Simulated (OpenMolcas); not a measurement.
Ir3+: moving or changing the point charges

Ir3+ among 6 point charges of -1 e arranged as a tetragonal octahedron (D4h), 2.23 Å from the ion, with the axial distance 2.654 Å.
```
   2.2300    0.0000    0.0000  -1.00
   0.0000    2.2300    0.0000  -1.00
  -2.2300    0.0000    0.0000  -1.00
   0.0000   -2.2300    0.0000  -1.00
   0.0000    0.0000    2.6537  -1.00
   0.0000    0.0000   -2.6537  -1.00
```

```
Program             : OpenMolcas
Method              : SS-CASPT2, IPEA 0.25 Eh, imaginary shift 0.1 Eh (closed shells correlated: 5s 5p)
Basis               : ANO-RCC-VTZP [8s7p5d3f1g]
Scalar Hamiltonian  : DKH2, point nucleus
Active space        : 6 electrons in 5 orbitals (5d)
State averaging     : 2S+1 = 5 even, 5 roots; 2S+1 = 3 even, 45 roots; 2S+1 = 1 even, 50 roots
Spin-orbit coupling : state interaction with AMFI integrals over the reference wave functions
```

Runs around this geometry, states (labels of D4, the rotations of D4h). Energies in cm-1 above the lowest state or level, χT in cm3 K/mol.

| R (Å) | q (e) | Axial / equatorial distance | Ground state | First state of that spin | First gap with spin-orbit (degeneracies) | χT at 300 K | First state of another spin |
| --- | --- | --- | --- | --- | --- | --- | --- |
| 2.23 | -1 | 1.09 | 5E | 5B2 1020 | 150 (1, 1) | 4.855 | 3E 15220 |
| 2.23 | -0.65 | 1.19 | 5E | 5B2 1200 | 15 (1, 2) | 5.054 | 3E 15820 |
| 2.12 | -1 | 1.19 | 5E | 5B2 1960 | 9 (1, 2) | 4.834 | 3E 14490 |
| 2.23 | -1 | 1.19 | 5E | 5B2 1780 | 3 (1, 1) | 4.938 | 3E 15150 |

Taking the first state of the same spin as R^-n, n = -ln(1780 / 1960) / ln(2.23 / 2.12) = 1.9 between the shortest and longest distance.

Scaling the charges by -0.65 / -1 = 0.65 scales the first state of the same spin by 1200 / 1780 = 0.67; with fixed orbitals a first-order splitting would follow the charge.

Roots that are degenerate in the reference are averaged as groups; the widest CASPT2 spread within a group is 18 cm-1 (the 3-fold group of multiplicity 1 near 27700 cm-1 above the lowest state of its run, R = 2.23, q = -0.65, ratio = 1.19). Shifts and gaps below about the spread of the groups concerned are not significant. An orbital doublet at a regular site is open to a Jahn-Teller distortion, which this geometry leaves out. Point charges give a weaker field than real ligands, and real ions of this kind are as a rule low spin; the high spin found here belongs to the model. Free-ion shares, where given, are those of the reference states; single-state CASPT2 does not remix them. Spin-orbit coupling mixes the spin-free states strongly: the lowest level takes only 59 % from its leading state, 5E (figures for R = 2.23, q = -1, ratio = 1.09; the like holds for R = 2.23, q = -0.65, ratio = 1.19, R = 2.12, q = -1, ratio = 1.19, R = 2.23, q = -1, ratio = 1.19). The ground term spreads over less than 5000 cm-1, several times less than with real ligands, so orbital moments are less quenched and χT lies further from the spin-only value than at real sites (holds for R = 2.23, q = -1, ratio = 1.09; R = 2.23, q = -0.65, ratio = 1.19). This shell can be high or low spin here, a state of another spin lies low, and with metal d orbitals alone active their balance is uncertain, so the ground spin may be wrong (holds for R = 2.12, q = -1, ratio = 1.19). This is an electrostatic model: the charges have no orbitals. No measured value stands beside these numbers.
